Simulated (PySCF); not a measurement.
Ga(OH)3.
SMILES: `[OH][Ga]([OH])[OH]`

The closed-shell ground state was solved at several levels (PySCF, density fitting, gas phase). One conformer (not necessarily the lowest) at the PBE0-D3(BJ)/def2-SVP geometry, without solvent, vibrations or thermal averaging. Relativistic effects, spin–orbit coupling among them, are left out although an element past zinc is present. The dipole stays under 0.02 D at every level.

```csv
level,basis functions,HOMO (eV),LUMO (eV),gap (eV)
PBE/pcJ-1 (pcSseg-1 on Ga),152,-7.08,-1.72,5.36
B3LYP/pcSseg-1 (pcSseg-2 on Ga),129,-8.63,-1.17,7.46
PBE0/pcSseg-1 (pcSseg-2 on Ga),129,-8.93,-0.79,8.14
PBE/pcSseg-1 (pcSseg-2 on Ga),129,-7.17,-1.76,5.41
```

(1) What might PBE0/def2-SVPD (131 basis functions) give for the same quantities?

(2) Over all these levels, which gives the widest orbital gap and which the narrowest?

(3) In the pcSseg-1 (pcSseg-2 on Ga) basis, how does the gap go with the fixed share of exact exchange?

## Answers

(1) HOMO -9.15 eV, LUMO -1.27 eV, gap 7.88 eV.

(2) PBE0/pcSseg-1 (pcSseg-2 on Ga) (global hybrid, 25 % exact exchange) has the widest, 8.14 eV, and PBE/pcJ-1 (pcSseg-1 on Ga) (GGA) the narrowest, 5.36 eV. Functional and basis both differ between the two, so the spread mixes both effects.

(3) PBE (0 %) 5.41 eV; B3LYP (20 %) 7.46 eV; PBE0 (25 %) 8.14 eV. Each rise in the share widens the gap here.
